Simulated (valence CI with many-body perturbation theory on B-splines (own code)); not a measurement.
# Sm XXI: E2, M1 decay

Method: configuration interaction combined with many-body perturbation theory (CI+MBPT): six valence electrons over a frozen Dirac-Fock core [Kr], radial functions for each j: 7 s, 7 p, 8 d, 6 f, 4 g, 1 h, with the one-electron correlation potential Σ1 (screened to all orders), the two-electron term Σ2, the three-electron term Σ3, Breit, model QED; selected single and double excitations, second order for the rest, scaled by the run's own slope (own B-spline code, finite nucleus).

No measured spectrum was set against this ion. As an estimate, terms of the open shell hold to 2 to 4 % of their energy, and close levels can change places. Core correlation moves these levels by up to 9800 cm⁻¹, and in measured spectra 5 to 20 % of such shifts remained as error; rates that hang on mixing are uncertain with them. Among the levels kept, up to 1000 cm⁻¹ of a level comes from second order outside the variational space, and about a tenth of that is noise between levels of different J, which matters for small intervals. Only levels of the ground parity were solved; by the run's estimate the other parity begins above the list, which can be wrong where configurations are misplaced.

Lines 1 to 50 of 119 in falling wavelength, among levels below 274670 cm⁻¹, chosen from the decays that carry over 1 % of a level's rate. Wavelengths and rates use the calculated energies, so an error of 2000 cm⁻¹ moves a line at 1594 nm by 32 % and its rate by three times that or more. Electric multipoles are in the length gauge, E1 and E2 with the static RPA response of the core. Weak lines are less certain than strong ones. Lines between different terms over intervals too small for the method are left out, as are lines whose strength nearly cancels. Where a level lies close to another of its J and parity, the split of strength between their lines is uncertain. The highest levels of a list are the least certain.

Levels are named by their leading jj configuration (3d3/2^4 stands for four electrons in 3d with j = 3/2), which in mixed levels can hold well under half, so a name can repeat and another be missing. Letters in brackets count levels of one name in rising energy.

| λ vac (nm) | Upper | Lower | Type | A (s⁻¹) | Branch % |
| --- | --- | --- | --- | --- | --- |
| 1594 | (4d3/2^3 4d5/2^3) J=0 | (4d3/2^3 4d5/2^3) J=1 [b] | M1 | 3.94e+00 | 16.5 |
| 755.3 | (4d3/2^2 4d5/2^4) J=5 | (4d3/2^3 4d5/2^3) J=4 [b] | M1 | 3.82e+01 | 2.2 |
| 745.7 | (4d3/2^3 4d5/2^3) J=1 [b] | (4d3/2^2 4d5/2^4) J=2 [a] | M1 | 4.15e+01 | 3.0 |
| 708.6 | (4d3/2^3 4d5/2^3) J=5 | (4d3/2^3 4d5/2^3) J=4 [a] | M1 | 3.07e+01 | 10.1 |
| 646.0 | (4d3/2^4 4d5/2^2) J=2 | (4d3/2^4 4d5/2^2) J=4 | E2 | 1.30e-03 | 100.0 |
| 617.0 | (4d3/2^2 4d5/2^4) J=3 | (4d3/2^2 4d5/2^4) J=4 [a] | M1 | 5.57e+01 | 2.6 |
| 597.5 | (4d3/2^3 4d5/2^3) J=3 [a] | (4d3/2^4 4d5/2^2) J=2 | M1 | 8.49e+01 | 8.5 |
| 564.0 | (4d3/2^3 4d5/2^3) J=2 [b] | (4d3/2^2 4d5/2^4) J=2 [a] | M1 | 2.68e+01 | 2.0 |
| 473.7 | (4d3/2^4 4d5/2^2) J=0 | (4d3/2^4 4d5/2^2) J=2 | E2 | 1.82e-02 | 100.0 |
| 471.7 | (4d3/2^3 4d5/2^3) J=4 [b] | (4d3/2^3 4d5/2^3) J=3 [b] | M1 | 6.02e+01 | 6.7 |
| 439.8 | (4d3/2^3 4d5/2^3) J=1 [b] | (4d3/2^3 4d5/2^3) J=2 [a] | M1 | 4.62e+01 | 3.3 |
| 432.9 | (4d3/2^2 4d5/2^4) J=3 | (4d3/2^3 4d5/2^3) J=4 [b] | M1 | 8.59e+01 | 3.9 |
| 404.0 | (4d3/2^2 4d5/2^4) J=4 [c] | (4d3/2^2 4d5/2^4) J=4 [b] | M1 | 5.11e+01 | 1.2 |
| 402.7 | (4d3/2^3 4d5/2^3) J=3 [c] | (4d3/2^2 4d5/2^4) J=2 [a] | M1 | 2.83e+01 | 1.3 |
| 401.8 | (4d3/2^3 4d5/2^3) J=2 [b] | (4d3/2^3 4d5/2^3) J=3 [b] | M1 | 1.16e+02 | 8.6 |
| 383.7 | (4d3/2^3 4d5/2^3) J=1 [a] | (4d3/2^4 4d5/2^2) J=2 | M1 | 8.24e+02 | 99.6 |
| 377.6 | (4d3/2^3 4d5/2^3) J=3 [b] | (4d3/2^3 4d5/2^3) J=4 [a] | M1 | 1.51e+02 | 10.2 |
| 337.5 | (4d3/2^3 4d5/2^3) J=2 [a] | (4d3/2^3 4d5/2^3) J=1 [a] | M1 | 2.16e+02 | 13.3 |
| 334.4 | (4d3/2^2 4d5/2^4) J=4 [b] | (4d3/2^3 4d5/2^3) J=3 [c] | M1 | 6.95e+01 | 3.1 |
| 333.8 | (4d3/2^2 4d5/2^4) J=2 [b] | (4d3/2^3 4d5/2^3) J=3 [c] | M1 | 5.08e+01 | 1.7 |
| 333.4 | (4d3/2^2 4d5/2^4) J=1 | (4d3/2^3 4d5/2^3) J=0 | M1 | 2.72e+02 | 11.5 |
| 313.0 | (4d3/2^2 4d5/2^4) J=1 | (4d3/2^3 4d5/2^3) J=2 [b] | M1 | 3.84e+02 | 16.3 |
| 312.6 | (4d3/2^3 4d5/2^3) J=3 [c] | (4d3/2^3 4d5/2^3) J=3 [b] | M1 | 8.31e+01 | 3.9 |
| 310.4 | (4d3/2^3 4d5/2^3) J=3 [a] | (4d3/2^4 4d5/2^2) J=4 | M1 | 9.10e+02 | 91.5 |
| 295.9 | (4d3/2^2 4d5/2^4) J=4 [b] | (4d3/2^2 4d5/2^4) J=4 [a] | M1 | 1.73e+02 | 7.7 |
| 292.7 | (4d3/2^3 4d5/2^3) J=3 [c] | (4d3/2^3 4d5/2^3) J=2 [a] | M1 | 3.36e+02 | 15.6 |
| 275.7 | (4d3/2^2 4d5/2^4) J=1 | (4d3/2^3 4d5/2^3) J=1 [b] | M1 | 4.84e+02 | 20.5 |
| 270.0 | (4d3/2 4d5/2^5) J=2 | (4d3/2 4d5/2^5) J=1 | M1 | 2.96e+02 | 4.6 |
| 269.2 | (4d3/2^2 4d5/2^4) J=3 | (4d3/2^2 4d5/2^4) J=2 [a] | M1 | 9.99e+01 | 4.6 |
| 256.7 | (4d3/2^3 4d5/2^3) J=2 [a] | (4d3/2^3 4d5/2^3) J=3 [a] | M1 | 2.51e+02 | 15.5 |
| 256.7 | (4d3/2^2 4d5/2^4) J=2 [a] | (4d3/2^3 4d5/2^3) J=1 [a] | M1 | 4.39e+02 | 12.5 |
| 250.7 | (4d3/2^2 4d5/2^4) J=2 [c] | (4d3/2^2 4d5/2^4) J=3 | M1 | 1.11e+02 | 2.5 |
| 247.1 | (4d3/2^2 4d5/2^4) J=4 [a] | (4d3/2^3 4d5/2^3) J=5 | M1 | 7.14e+02 | 20.8 |
| 243.2 | (4d3/2^3 4d5/2^3) J=3 [b] | (4d3/2^3 4d5/2^3) J=3 [a] | M1 | 2.33e+02 | 15.8 |
| 241.7 | (4d3/2^3 4d5/2^3) J=3 [d] | (4d3/2^3 4d5/2^3) J=2 [a] | M1 | 2.43e+02 | 10.8 |
| 241.7 | (4d3/2^2 4d5/2^4) J=2 [b] | (4d3/2^3 4d5/2^3) J=1 [b] | M1 | 9.44e+01 | 3.2 |
| 225.7 | (4d3/2^2 4d5/2^4) J=3 | (4d3/2^3 4d5/2^3) J=3 [b] | M1 | 8.89e+02 | 40.7 |
| 222.3 | (4d3/2^2 4d5/2^4) J=2 [c] | (4d3/2^3 4d5/2^3) J=3 [d] | M1 | 6.60e+02 | 14.6 |
| 218.3 | (4d3/2^2 4d5/2^4) J=5 | (4d3/2^3 4d5/2^3) J=6 | M1 | 1.08e+03 | 60.7 |
| 215.2 | (4d3/2^2 4d5/2^4) J=3 | (4d3/2^3 4d5/2^3) J=2 [a] | M1 | 3.92e+02 | 17.9 |
| 213.6 | (4d3/2^2 4d5/2^4) J=5 | (4d3/2^3 4d5/2^3) J=5 | M1 | 5.72e+02 | 32.2 |
| 213.4 | (4d3/2^3 4d5/2^3) J=4 [a] | (4d3/2^4 4d5/2^2) J=4 | M1 | 1.58e+03 | 99.4 |
| 210.8 | (4d3/2^2 4d5/2^4) J=4 [c] | (4d3/2^3 4d5/2^3) J=3 [d] | M1 | 2.66e+02 | 6.1 |
| 209.7 | (4d3/2^3 4d5/2^3) J=4 [b] | (4d3/2^3 4d5/2^3) J=4 [a] | M1 | 8.25e+02 | 91.6 |
| 207.1 | (4d3/2^2 4d5/2^4) J=2 [a] | (4d3/2^3 4d5/2^3) J=3 [a] | M1 | 3.03e+03 | 86.6 |
| 201.3 | (4d3/2^2 4d5/2^4) J=1 | (4d3/2^2 4d5/2^4) J=2 [a] | M1 | 1.91e+02 | 8.1 |
| 191.6 | (4d3/2^2 4d5/2^4) J=2 [c] | (4d3/2^3 4d5/2^3) J=3 [c] | M1 | 4.02e+02 | 8.9 |
| 191.5 | (4d3/2^2 4d5/2^4) J=4 [c] | (4d3/2^2 4d5/2^4) J=5 | M1 | 5.99e+02 | 13.8 |
| 191.0 | (4d3/2^3 4d5/2^3) J=1 [b] | (4d3/2^3 4d5/2^3) J=1 [a] | M1 | 3.77e+02 | 27.3 |
| 188.8 | (4d3/2 4d5/2^5) J=2 | (4d3/2^2 4d5/2^4) J=2 [b] | M1 | 1.16e+03 | 18.0 |
